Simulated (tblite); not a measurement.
Compound: C₇H₅FOS.
Bonds: C1–C2 (double), C2–C3, C3–C4 (aromatic), C4–C5 (aromatic), C5–C6 (aromatic), C6–C7, C7–O8 (double), C7–F9, C6–S10 (aromatic), C3–S10 (aromatic). Hydrogens: H11, H12 on C1; H13 on C2; H14 on C4; H15 on C5.

Computed with GFN2-xTB (tblite), gas phase: L-BFGS steps from a force-field or distance-geometry start until the largest atomic force falls under 0.01 eV/Å.

Step 16: E = -803.7471 eV
```
atom  x, y, z in Å  |  force x, y, z in eV/Å
C1      2.8746    0.1069    1.2877    0.122   0.007   0.000
C2      2.1455    0.1324    0.1802   -0.020   0.009   0.001
C3      0.7291    0.0487    0.0004   -0.055   0.003  -0.121
C4      0.1992    0.1087   -1.2738   -0.105   0.010  -0.112
C5     -1.1828    0.0135   -1.2911   -0.056  -0.014  -0.096
C6     -1.7207   -0.1207   -0.0306   -0.184  -0.018  -0.006
C7     -3.1376   -0.2424    0.1643   -0.230  -0.016   0.145
O8     -4.0032   -0.2740   -0.6516    0.192   0.018   0.027
F9     -3.4845   -0.3272    1.4853    0.040  -0.018   0.181
S10    -0.5016   -0.1267    1.2042    0.111   0.017  -0.119
H11     3.9346    0.1906    1.1735    0.319   0.004   0.200
H12     2.5029    0.0103    2.2895   -0.239  -0.015   0.000
H13     2.6449    0.2352   -0.7762    0.151   0.004   0.073
H14     0.8162    0.2195   -2.1487   -0.076  -0.008   0.010
H15    -1.8209    0.0331   -2.1517    0.031   0.017  -0.183
```

Step 17: E = -803.7608 eV
```
atom  x, y, z in Å  |  force x, y, z in eV/Å
C1      2.8687    0.1060    1.2933    0.079   0.006  -0.015
C2      2.1421    0.1322    0.1831    0.002   0.010   0.011
C3      0.7254    0.0497   -0.0091   -0.005  -0.003   0.027
C4      0.1996    0.1098   -1.2826   -0.039   0.008  -0.100
C5     -1.1806    0.0147   -1.3086   -0.139  -0.022  -0.036
C6     -1.7291   -0.1201   -0.0533   -0.081  -0.011   0.099
C7     -3.1412   -0.2433    0.1757    0.076   0.004   0.163
O8     -4.0231   -0.2773   -0.6166   -0.093   0.007  -0.180
F9     -3.4459   -0.3274    1.5046   -0.007  -0.022   0.243
S10    -0.5148   -0.1251    1.1848    0.186   0.012  -0.021
H11     3.9309    0.1898    1.1800    0.233  -0.005   0.230
H12     2.4877    0.0089    2.2924   -0.193  -0.011  -0.013
H13     2.6559    0.2350   -0.7652    0.102   0.005   0.024
H14     0.8281    0.2199   -2.1454   -0.055   0.005  -0.122
H15    -1.8081    0.0354   -2.1718   -0.066   0.018  -0.311
```

Step 18: E = -803.7708 eV
```
atom  x, y, z in Å  |  force x, y, z in eV/Å
C1      2.8627    0.1050    1.2992    0.037   0.003   0.001
C2      2.1373    0.1320    0.1867    0.074   0.012   0.019
C3      0.7206    0.0505   -0.0171    0.065   0.001   0.054
C4      0.2001    0.1110   -1.2926   -0.011   0.004  -0.098
C5     -1.1804    0.0156   -1.3282   -0.164  -0.020  -0.023
C6     -1.7364   -0.1193   -0.0752   -0.007  -0.004   0.142
C7     -3.1413   -0.2440    0.1880   -0.121  -0.008  -0.039
O8     -4.0461   -0.2808   -0.5830    0.106   0.014   0.067
F9     -3.4044   -0.3279    1.5301   -0.024  -0.014   0.087
S10    -0.5254   -0.1235    1.1658    0.193   0.003   0.082
H11     3.9289    0.1887    1.1897    0.092  -0.017   0.250
H12     2.4704    0.0073    2.2962   -0.127  -0.002  -0.061
H13     2.6653    0.2346   -0.7538    0.049   0.006  -0.015
H14     0.8412    0.2205   -2.1456   -0.082   0.008  -0.170
H15    -1.7969    0.0382   -2.1992   -0.080   0.014  -0.295
```

Step 19: E = -803.7808 eV
```
atom  x, y, z in Å  |  force x, y, z in eV/Å
C1      2.8667    0.1052    1.3003   -0.031  -0.004   0.045
C2      2.1419    0.1330    0.1860    0.121   0.014  -0.008
C3      0.7222    0.0515   -0.0234    0.117   0.009   0.020
C4      0.1963    0.1114   -1.2979   -0.002  -0.006  -0.031
C5     -1.1857    0.0149   -1.3354   -0.171  -0.016   0.013
C6     -1.7450   -0.1200   -0.0813    0.170   0.014   0.139
C7     -3.1483   -0.2449    0.1987    0.265   0.014   0.025
O8     -4.0518   -0.2814   -0.5669   -0.253  -0.002  -0.161
F9     -3.3976   -0.3291    1.5398   -0.042  -0.017   0.160
S10    -0.5250   -0.1224    1.1568    0.126  -0.004   0.099
H11     3.9388    0.1878    1.2063   -0.090  -0.029   0.232
H12     2.4531    0.0065    2.2906   -0.043   0.005  -0.074
H13     2.6844    0.2354   -0.7469   -0.038   0.005  -0.056
H14     0.8381    0.2203   -2.1491   -0.068   0.013  -0.215
H15    -1.7925    0.0398   -2.2163   -0.061   0.005  -0.189
```

**Question.** Estimate the geometry and energy of step 20. (The exact step hangs on the optimiser's Hessian estimate; all steps are aligned on step 19, rigid shifts and turns removed.)

**Answer.** E = -803.7888 eV, largest force 0.271 eV/Å
```
atom  x, y, z in Å  |  force x, y, z in eV/Å
C1      2.8692    0.1053    1.3015   -0.062  -0.005   0.047
C2      2.1471    0.1339    0.1847    0.110   0.011  -0.020
C3      0.7250    0.0522   -0.0268    0.119   0.015  -0.057
C4      0.1936    0.1114   -1.3009   -0.010  -0.009  -0.031
C5     -1.1917    0.0142   -1.3393   -0.058  -0.003   0.029
C6     -1.7467   -0.1202   -0.0813    0.166   0.017   0.083
C7     -3.1500   -0.2453    0.2037    0.130   0.005  -0.046
O8     -4.0577   -0.2816   -0.5607   -0.071   0.005  -0.001
F9     -3.3965   -0.3303    1.5482   -0.020  -0.009   0.057
S10    -0.5207   -0.1219    1.1550    0.070  -0.004   0.053
H11     3.9443    0.1869    1.2208   -0.175  -0.032   0.205
H12     2.4418    0.0061    2.2858   -0.015   0.005  -0.047
H13     2.6958    0.2360   -0.7443   -0.066   0.006  -0.084
H14     0.8340    0.2205   -2.1557   -0.103   0.006  -0.156
H15    -1.7918    0.0407   -2.2296   -0.015  -0.006  -0.031
```

The energy changes by -0.0080 eV. The first-order estimate −F·Δx gives -0.0109 eV and the mean of the old and new forces, exact on a quadratic surface, -0.0080 eV. The step makes an angle of 62° with the force vector and moves no atom by more than 0.016 Å.
